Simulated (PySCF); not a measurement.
**Radial density of Cu (copper, neutral)**

wB97M-V, [Ar] 3d9 4s1 5s1, high-spin 4D determinant (an excited configuration). Calculation: PySCF 2.14, in aug-cc-pVTZ-PP with one added diffuse shell each of s, p, d, f, g type with ECP10MDF (7s7p6d4f3g, 113 functions); a scalar-relativistic core potential. This is the valence pseudo-density: the core potential removes the inner electrons and smooths the orbitals near the nucleus.

```tsv
r (bohr)	4πr²ρ (e/bohr)	4πr²(ρα − ρβ)
0.00610	1.623e-05	0.0000
0.0103	4.370e-05	0.0000
0.0173	0.0001155	0.0000
0.0290	0.0004040	0.0000
0.0489	0.003338	0.0003
0.0822	0.04134	0.0044
0.138	0.4172	0.0444
0.232	2.928	0.2757
0.391	13.49	0.8959
0.658	22.15	1.1398
1.11	8.690	0.6215
1.86	1.773	0.6054
3.13	0.3552	0.2736
5.27	0.1365	0.1357
8.86	0.1233	0.1233
14.9	0.008713	0.0087
25.1	2.101e-05	0.0000
```

Energies and moments cover only the electrons outside the core potential. The outer electron is Rydberg-like, and this basis confines it to a smaller radius and binds it less than a complete one would.
